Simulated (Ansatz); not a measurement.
Born–Oppenheimer molecular dynamics of F₄Zr (5 atoms, charge 0, multiplicity 1). It goes on from the last frame of an earlier run, with new velocities.

All numbers below come from RKS BLYP-D4/def2-SVP (Ansatz).

```
ensemble        : NVT, Nosé–Hoover chain
time step       : 1 fs
steps asked     : 150
set temperature : 2000 K
thermostat      : time constant 20 fs, chain length 3
seed            : 641566
```

First frame:

```xyz
5
Properties=species:S:1:pos:R:3
Zr 0.037 -0.057 0.039
F -0.229 0.029 1.979
F 1.861 0.159 -0.773
F -0.651 1.595 -0.717
F -1.154 -1.508 -0.674
```

Problem. How far do the bonds stretch over the last three quarters of this one trajectory? (Pairs bonded in most of those frames.)

Solution. 
```json
{"bond": "Zr1–F2", "mean (Å)": "1.904", "spread (Å)": "0.035", "shortest": "1.84", "longest": "1.96"}
{"bond": "Zr1–F3", "mean (Å)": "1.952", "spread (Å)": "0.135", "shortest": "1.73", "longest": "2.21"}
{"bond": "Zr1–F4", "mean (Å)": "1.959", "spread (Å)": "0.048", "shortest": "1.88", "longest": "2.03"}
{"bond": "Zr1–F5", "mean (Å)": "1.974", "spread (Å)": "0.105", "shortest": "1.81", "longest": "2.14"}
```

Mean temperature of the second half: 2235 K. The conserved energy stayed within 0.44 meV per atom of its start (net change -0.14 meV per atom), so the integration is sound. The mean temperature of the second half is 12 % above the set value. A run of 0.15 ps of so small a system gives no equilibrium averages.

Time of the run: 7.4 min on 1 thread of Arm Neoverse V2 (shared host), peak memory 0.15 GiB.
